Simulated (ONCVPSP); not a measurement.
**Plane-wave convergence, ONCV potential for Cr**

- Element: chromium (Cr)
- Generator: ONCVPSP 4.0.1
- Type: optimised norm-conserving Vanderbilt (ONCV)
- Functional: PBE
- Relativity: scalar-relativistic
- Frozen core: [Ne]
- Valence charge: 14
- Reference configuration: 3s2 3p6 3d5 4s1
- Partial waves: 3s+4s: rc 1.75 bohr, ncon 3, nbas 7, qcut 7.9 1/bohr, 2 projectors; 3p: rc 0.85 bohr, ncon 4, nbas 7, qcut 11.2 1/bohr, 2 projectors, debl 2.1 Ha; 3d: rc 1.64 bohr, ncon 4, nbas 9, qcut 10.5 1/bohr, 2 projectors, debl 3.7 Ha; f scattering state at 0.41 Ha: rc 1.70 bohr, ncon 4, nbas 8, qcut 6.5 1/bohr, 2 projectors, debl 2.5 Ha
- Local potential: polynomial inside 0.55 bohr (lpopt 5, dvloc0 3 Ha)
- Core correction: polynomial model core, fcfact 0.65

For each optimised wave give the share of its norm inside rc, the residual kinetic energy above qcut (Ha) and the cutoffs (Ha) for errors of 10, 1, 0.1 and 0.01 mHa per electron.

```json
{"wave": "3s", "norm inside rc": "0.980", "residual KE": "6.3e-08", "10 mHa": "7.3", "1 mHa": "9.8", "0.1 mHa": "19.3", "0.01 mHa": "23.9"}
{"wave": "4s", "norm inside rc": "0.066", "residual KE": "4.9e-08", "10 mHa": "5.1", "1 mHa": "7.8", "0.1 mHa": "18.2", "0.01 mHa": "23.4"}
{"wave": "3p", "norm inside rc": "0.428", "residual KE": "1.7e-04", "10 mHa": "20.8", "1 mHa": "51.5", "0.1 mHa": "69.9", "0.01 mHa": "175.7"}
{"wave": "p projector 2", "norm inside rc": "0.054", "residual KE": "7.1e-05", "10 mHa": "15.7", "1 mHa": "32.5", "0.1 mHa": "57.1", "0.01 mHa": "250.9"}
{"wave": "3d", "norm inside rc": "0.671", "residual KE": "6.2e-06", "10 mHa": "31.6", "1 mHa": "38.6", "0.1 mHa": "44.5", "0.01 mHa": "50.3"}
{"wave": "d projector 2", "norm inside rc": "0.123", "residual KE": "3.5e-06", "10 mHa": "34.9", "1 mHa": "42.5", "0.1 mHa": "48.2", "0.01 mHa": "52.9"}
{"wave": "f projector 1", "norm inside rc": "0.002", "residual KE": "8.7e-07", "10 mHa": "1.3", "1 mHa": "3.3", "0.1 mHa": "8.9", "0.01 mHa": "15.3"}
{"wave": "f projector 2", "norm inside rc": "0.248", "residual KE": "1.7e-03", "10 mHa": "16.4", "1 mHa": "22.4", "0.1 mHa": "43.1", "0.01 mHa": "100.1"}
```

The occupied waves need 52 Ha and 70 Ha for 1 and 0.1 mHa. Rows with under 1 % of the norm inside rc give no meaningful cutoff. Note: no bound ghost flagged; GHOST(+) flagged for f at 23.7 eV, s at 91.6 eV. 2 of 4 tests not solved or not reliable.
